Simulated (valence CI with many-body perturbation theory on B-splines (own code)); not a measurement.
**E1 line list for La²⁵⁺**

Method: relativistic CI+MBPT: four valence electrons over a frozen Dirac-Fock core [Ar] 3d10, a basis of 11 s, 11 p, 10 d, 8 f, 5 g, 2 h functions for each j, with the one-electron correlation potential Σ1, the two-electron term Σ2, the three-electron term Σ3, Breit, model QED; selected CI, second order for the rest, scaled by the run's own slope (own B-spline code, finite nucleus).

No measured spectrum was set against this ion. As an estimate, levels hold to about 250 cm⁻¹ or 0.2 % of their energy and the worst to 1 %, as in measured heavy ions of charge 2 to 7; those with d or f electrons hold less well. Among the levels kept, up to 500 cm⁻¹ of a level comes from second order outside the variational space, and about a tenth of that is noise between levels of different J, which matters for small intervals.

Lines 1 to 50 of 557 in falling wavelength, among levels below 2495200 cm⁻¹, chosen from the strongest by gf and those to the six lowest levels. Wavelengths and rates use the calculated energies, so an error of 2000 cm⁻¹ moves a line at 40.47 nm by 0.81 % and its rate by three times that or more. Electric multipoles are in the length gauge, E1 and E2 with the static RPA response of the core. Weak lines are less certain than strong ones. Lines between different terms over intervals too small for the method are left out, as are lines whose strength nearly cancels. Where a level lies close to another of its J and parity, the split of strength between their lines is uncertain. The highest levels of a list are the least certain.

Levels are named by their leading jj configuration (3d3/2^4 stands for four electrons in 3d with j = 3/2), which in mixed levels can hold well under half, so a name can repeat and another be missing. Letters in brackets count levels of one name in rising energy.

| λ vac (nm) | Upper | Lower | A (s⁻¹) | log gf | Branch % |
| --- | --- | --- | --- | --- | --- |
| 40.47 | (4s 4p1/2^2 4p3/2) J=2 | (4s^2 4p3/2^2) J=2 | 2.21e+07 | -2.57 | 0.4 |
| 36.40 | (4s 4p1/2^2 4p3/2) J=1 | (4s^2 4p3/2^2) J=0 | 2.79e+07 | -2.78 | 0.1 |
| 30.67 | (4s 4p1/2^2 4p3/2) J=1 | (4s^2 4p3/2^2) J=2 | 2.08e+08 | -2.06 | 0.4 |
| 26.00 | (4s 4p1/2 4p3/2 4f7/2) J=6 | (4s^2 4p3/2 4f7/2) J=5 | 1.82e+09 | -0.62 | 6.1 |
| 24.96 | (4s 4p1/2 4p3/2^2) J=2 [a] | (4s^2 4p3/2^2) J=2 | 4.23e+08 | -1.70 | 3.8 |
| 24.38 | (4s 4p1/2 4p3/2 4f7/2) J=5 [a] | (4s^2 4d5/2^2) J=4 [a] | 2.44e+09 | -0.62 | 5.3 |
| 23.57 | (4s 4p1/2^2 4p3/2) J=2 | (4s^2 4p1/2 4p3/2) J=2 | 2.07e+09 | -1.07 | 38.9 |
| 23.52 | (4p1/2 4p3/2^2 4d5/2) J=5 | (4s 4p3/2^2 4d5/2) J=4 [b] | 4.95e+09 | -0.35 | 11.1 |
| 23.49 | (4s 4p1/2 4p3/2 4d5/2) J=5 | (4s^2 4p3/2 4d5/2) J=4 | 3.32e+09 | -0.52 | 100.0 |
| 23.08 | (4p1/2 4p3/2^2 4d3/2) J=4 | (4s 4p3/2^2 4d3/2) J=4 | 2.70e+09 | -0.71 | 5.1 |
| 23.04 | (4p1/2 4p3/2^2 4d5/2) J=4 [b] | (4s 4p3/2^2 4d5/2) J=3 [a] | 4.15e+09 | -0.53 | 7.4 |
| 22.66 | (4s 4p1/2 4p3/2^2) J=3 | (4s^2 4p3/2^2) J=2 | 4.30e+09 | -0.64 | 39.4 |
| 22.62 | (4p1/2^2 4p3/2 4d5/2) J=3 | (4s 4p1/2 4p3/2 4d5/2) J=3 [e] | 5.14e+09 | -0.56 | 4.5 |
| 22.40 | (4s 4p1/2^2 4p3/2) J=2 | (4s^2 4p1/2 4p3/2) J=1 | 3.23e+09 | -0.92 | 60.7 |
| 22.17 | (4p1/2^2 4p3/2 4d5/2) J=4 | (4s 4p1/2 4p3/2 4d5/2) J=3 [c] | 3.97e+09 | -0.58 | 5.1 |
| 22.13 | (4p1/2 4p3/2^2 4d5/2) J=3 [c] | (4s 4p3/2^2 4d5/2) J=2 [b] | 4.85e+09 | -0.60 | 3.7 |
| 22.05 | (4p1/2 4p3/2^2 4d3/2) J=3 [a] | (4s 4p3/2^2 4d3/2) J=3 | 3.56e+09 | -0.74 | 6.9 |
| 21.99 | (4s 4p1/2 4p3/2^2) J=1 [a] | (4s^2 4p3/2^2) J=0 | 1.71e+09 | -1.43 | 2.4 |
| 21.93 | (4p1/2^2 4p3/2 4d5/2) J=4 | (4s 4p1/2 4p3/2 4d5/2) J=4 [c] | 4.15e+09 | -0.57 | 5.3 |
| 21.73 | (4p1/2^2 4p3/2 4d3/2) J=2 | (4s 4p1/2 4p3/2 4d5/2) J=2 [b] | 7.37e+09 | -0.58 | 11.1 |
| 21.64 | (4p1/2^2 4p3/2^2) J=2 | (4s 4p1/2 4p3/2^2) J=2 [b] | 5.72e+09 | -0.70 | 9.2 |
| 21.07 | (4p1/2^2 4p3/2 4d3/2) J=3 | (4s 4p1/2 4p3/2 4d3/2) J=3 [b] | 4.01e+09 | -0.73 | 5.3 |
| 20.32 | (4p1/2 4p3/2^3) J=2 | (4s 4p3/2^3) J=2 | 6.85e+09 | -0.67 | 19.6 |
| 20.00 | (4s 4p1/2 4p3/2^2) J=1 [b] | (4s^2 4p3/2^2) J=0 | 3.51e+09 | -1.20 | 1.7 |
| 19.87 | (4s 4p1/2^2 4p3/2) J=1 | (4s^2 4p1/2 4p3/2) J=2 | 6.86e+09 | -0.91 | 13.4 |
| 19.83 | (4p1/2 4p3/2^2 4d5/2) J=4 [a] | (4s 4p3/2^2 4d5/2) J=5 | 1.08e+10 | -0.24 | 17.8 |
| 19.79 | (4s 4p1/2 4p3/2^2) J=2 [b] | (4s^2 4p3/2^2) J=2 | 3.55e+09 | -0.98 | 7.7 |
| 19.76 | (4s 4p1/2 4p3/2^2) J=1 [a] | (4s^2 4p3/2^2) J=2 | 1.43e+09 | -1.60 | 2.0 |
| 19.69 | (4p1/2 4p3/2^2 4d3/2) J=3 [b] | (4s 4p3/2^2 4d3/2) J=4 | 6.11e+09 | -0.60 | 2.0 |
| 19.61 | (4p1/2^2 4p3/2 4d5/2) J=3 | (4s 4p1/2 4p3/2 4d5/2) J=4 [b] | 1.34e+10 | -0.27 | 11.7 |
| 19.48 | (4p1/2 4p3/2^2 4d5/2) J=3 [a] | (4s 4p3/2^2 4d5/2) J=4 [a] | 1.24e+10 | -0.31 | 13.9 |
| 19.09 | (4p1/2 4p3/2^2 4d5/2) J=5 | (4s 4p3/2^2 4d5/2) J=5 | 1.19e+10 | -0.15 | 26.5 |
| 19.03 | (4s 4p1/2^2 4p3/2) J=1 | (4s^2 4p1/2 4p3/2) J=1 | 1.02e+09 | -1.78 | 2.0 |
| 19.01 | (4p1/2^2 4p3/2^2) J=2 | (4s 4p1/2 4p3/2^2) J=3 | 2.06e+10 | -0.25 | 33.3 |
| 18.85 | (4p1/2^2 4p3/2 4d5/2) J=2 | (4s 4p1/2 4p3/2 4d5/2) J=3 [b] | 1.38e+10 | -0.43 | 11.0 |
| 18.76 | (4p1/2 4p3/2^2 4d5/2) J=4 [b] | (4s 4p3/2^2 4d5/2) J=4 [a] | 1.38e+10 | -0.18 | 24.5 |
| 18.32 | (4p1/2^2 4p3/2 4d3/2) J=3 | (4s 4p1/2 4p3/2 4d3/2) J=4 | 1.80e+10 | -0.20 | 23.8 |
| 18.17 | (4p1/2 4p3/2^2 4d3/2) J=2 [c] | (4s 4p3/2^2 4d3/2) J=3 | 1.28e+10 | -0.50 | 3.4 |
| 18.14 | (4s 4p1/2 4p3/2^2) J=1 [b] | (4s^2 4p3/2^2) J=2 | 4.01e+09 | -1.23 | 2.0 |
| 18.12 | (4p1/2^2 4p3/2 4d5/2) J=4 | (4s 4p1/2 4p3/2 4d5/2) J=5 | 2.62e+10 | 0.06 | 33.4 |
| 17.78 | (4p1/2^2 4p3/2 4d3/2) J=2 | (4s 4p1/2 4p3/2 4d3/2) J=3 [a] | 1.81e+10 | -0.37 | 27.4 |
| 17.76 | (4p1/2^2 4p3/2 4d3/2) J=3 | (4s 4p1/2 4p3/2 4d5/2) J=4 [a] | 7.60e+09 | -0.60 | 10.0 |
| 17.65 | (4p1/2^2 4p3/2^2) J=2 | (4s 4p1/2 4p3/2^2) J=2 [a] | 8.51e+09 | -0.70 | 13.7 |
| 17.31 | (4s 4p1/2 4p3/2^2) J=2 [a] | (4s^2 4p1/2 4p3/2) J=2 | 3.75e+08 | -2.07 | 3.4 |
| 17.24 | (4p1/2^2 4p3/2 4d5/2) J=4 | (4s 4p1/2 4p3/2 4d3/2) J=4 | 8.24e+09 | -0.48 | 10.5 |
| 17.15 | (4p1/2 4p3/2^2 4d5/2) J=4 [a] | (4s 4p1/2 4p3/2 4d5/2) J=3 [d] | 9.71e+09 | -0.41 | 15.9 |
| 17.02 | (4p1/2 4p3/2^2 4d5/2) J=4 [a] | (4s 4p1/2 4p3/2 4d5/2) J=3 [c] | 6.04e+09 | -0.63 | 9.9 |
| 16.97 | (4s^2 4p1/2 4d3/2) J=2 | (4s^2 4p3/2^2) J=2 | 3.70e+08 | -2.10 | 0.8 |
| 16.89 | (4p1/2 4p3/2^2 4d3/2) J=4 | (4s 4p1/2 4p3/2 4d5/2) J=4 [b] | 1.09e+10 | -0.38 | 20.6 |
| 16.79 | (4s 4p3/2^2 4d5/2) J=4 [a] | (4s^2 4p3/2 4d5/2) J=4 | 5.82e+09 | -0.65 | 13.1 |
